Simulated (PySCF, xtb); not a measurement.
GeF2ClBr, SMILES [F][Ge]([F])([Cl])[Br].

GFN2-xTB run with xtb at its own geometry gives an orbital gap of 4.90 eV and a dipole moment of 3.77 D.

Geometry optimised at TPSSh-D3(BJ)/def2-SVP.

**Question.** What does PySCF with M06-2X/def2-TZVP give? (The exact figures need the calculation; the answer reports its results.)

**Answer.** gap 9.75 eV (levels -10.86 and -1.11 eV), dipole 1.56 D.
